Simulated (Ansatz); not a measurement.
Species: H2BSO, charge 0, doublet. H2BSO (SMILES O[B]S, doublet).
B3LYP-D3(BJ)/def2-TZVP minimum from Ansatz (an electronic-structure program):
```xyz
5

B      0.0079    -0.2482     0.7673
O      1.1800    -0.9004     0.8257
H      1.3878    -1.2851     1.6828
S     -0.5716     0.5455    -0.7439
H     -1.7210     1.0011    -0.2227
```
Charge 0, spin multiplicity 2.

Total energies in cc-pV(D+d)Z, 17 correlated electrons, 7 frozen orbitals. UHF or UKS for unpaired electrons; spin-orbit terms are left out. Correlated methods leave the cores frozen. No relativity.

```tsv
method	program	energy (Eh)	minus CCSDT(Q) (mEh)
HF	Ansatz	-498.27607	426.20
MP2	Ansatz	-498.66011	42.16
CCSD	Ansatz	-498.68848	13.79
CCSD(T)	Ansatz	-498.70023	2.04
CCSDT(Q)	Ansatz	-498.70227	0.00
```

Rough core times of Ansatz's runs on a shared machine: CCSD(T) under 20 s, CCSDT(Q) 4 min.
